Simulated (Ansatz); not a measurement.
```xyz
12

S     0.0000    1.7293    0.0000
S     0.0000   -1.7293    0.0000
Fe    1.3600    0.0000    0.0000
S     2.6882    0.0000    1.8778
H     2.2338   -1.1321    2.4441
S     2.6882    0.0000   -1.8778
H     3.0579   -1.2930   -1.8612
Fe   -1.3600    0.0000    0.0000
S    -2.6882    0.0000    1.8778
H    -3.0579    1.2930    1.8612
S    -2.6882    0.0000   -1.8778
H    -2.2338    1.1321   -2.4441
```

Basis set: def2-SVP on H, S; pcseg-2 on Fe. Charge -3. Computed with Ansatz (development build ahead of 0.2.0); the lowest solution found for each multiplicity.

Q: How do the multiplicities compare at this shape? Give, from the lowest of each method, PBE0 (restricted) for 2, 10.

A:

```tsv
method	multiplicity	E (eV)	<S²>
PBE0, restricted	2	4.124	0.75
PBE0, restricted	10	0.000	24.75
```

Caution: no diffuse functions for an anion; other spin multiplicities may lie lower. Caution for PBE0, restricted: no unrestricted run beside it, a lower state can exist.
